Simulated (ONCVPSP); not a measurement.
Transferability test, ONCV potential for Al (Z = 13)

aluminium (Al), optimised norm-conserving Vanderbilt (ONCV), made with ONCVPSP 4.0.1 (PBE, scalar-relativistic). Core [Ne], reference 3s2 3p1. Waves: 3s: rc 2.15 bohr, ncon 4, nbas 9, qcut 3.8 1/bohr, 2 projectors, debl 1.6 Ha; 3p: rc 2.75 bohr, ncon 4, nbas 7, qcut 2.8 1/bohr, 2 projectors, debl 1.8 Ha; d scattering state at 0.45 Ha: rc 2.65 bohr, ncon 3, nbas 6, qcut 3.9 1/bohr, 1 projector. Local part: polynomial inside 1.90 bohr (lpopt 3, dvloc0 4 Ha). Core correction: none.

Energies are relative to the spin-unpolarised reference configuration 3s2 3p1; without spin polarisation the order of configurations can differ from experiment.

Give the all-electron excitation energy and the error of the potential for: 3s2 3p0; 3s1 3p0; 3s2 3p0.5; 3s1 3p1.

```
valence configuration  charge  ΔE all-electron (eV)  error AE − PS (meV)
              3s2 3p0      +1                 5.761                 -4.4
              3s1 3p0      +2                24.987                  +12
            3s2 3p0.5    +0.5                 2.086                 -0.8
              3s1 3p1      +1                11.571                 +7.5
```

Levels in the configuration 3s2 3p0:

```csv
level,all-electron (eV),pseudo (eV)
3s,-14.811,-14.820
```
